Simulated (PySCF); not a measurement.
Species: 2-phenyl-1-pentene, C11H14.
Structure used (PBE0-D3(BJ)/def2-SVP), in Å, numbered top down from 1:
```xyz
25
C11H14 angstrom
C      0.2486   -0.2372   -2.5185
C      0.2044   -0.2831   -1.1781
C      1.4483   -0.5298   -0.3660
C      1.8296    0.6399    0.5405
C      3.0737    0.3677    1.3689
C     -1.0692   -0.0729   -0.4445
C     -2.0237    0.8489   -0.9017
C     -3.2260    1.0343   -0.2259
C     -3.5015    0.3060    0.9306
C     -2.5598   -0.6046    1.4059
C     -1.3562   -0.7859    0.7298
H     -0.6503   -0.0861   -3.1215
H      1.1920   -0.3736   -3.0543
H      1.3152   -1.4349    0.2550
H      2.2829   -0.7564   -1.0492
H      0.9815    0.8761    1.2053
H      1.9802    1.5362   -0.0857
H      3.9449    0.1534    0.7286
H      2.9310   -0.5028    2.0300
H      3.3321    1.2283    2.0044
H     -1.8030    1.4453   -1.7901
H     -3.9496    1.7633   -0.5995
H     -4.4436    0.4538    1.4642
H     -2.7634   -1.1809    2.3120
H     -0.6335   -1.5091    1.1145
```

Jobs on this species (25 atoms, 80 electrons) with PySCF (density fitting). Hardware of each: Arm Neoverse N1, one thread (shared host). Other jobs ran on the host; a repeat could differ by tens of per cent or more.

```
                level and settings                                                             work  basis functions  SCF cycles  wall time
PBE0-D3(BJ)/def2-SVP, grid level 1                      geometry optimisation from a GFN2-xTB start              224           ?          ?
 PBE0/pcSseg-1, IEF-PCM chloroform                               shieldings, ring-centre shieldings              257          14    1.7 min
    PBE0/pcSseg-1, IEF-PCM benzene  shieldings, ring-centre shieldings, charges and field gradients              257          14    1.8 min
```

Problem. Fill in the missing figures.

Solution. 
- PBE0-D3(BJ)/def2-SVP, grid level 1; geometry optimisation from a GFN2-xTB start: 5.6 min, 51 SCF cycles

Problem. What do all jobs in the table cost together?

Solution. About 9.1 min; the longest takes about 62 % of that, and about 3.3 times as long as the shortest.
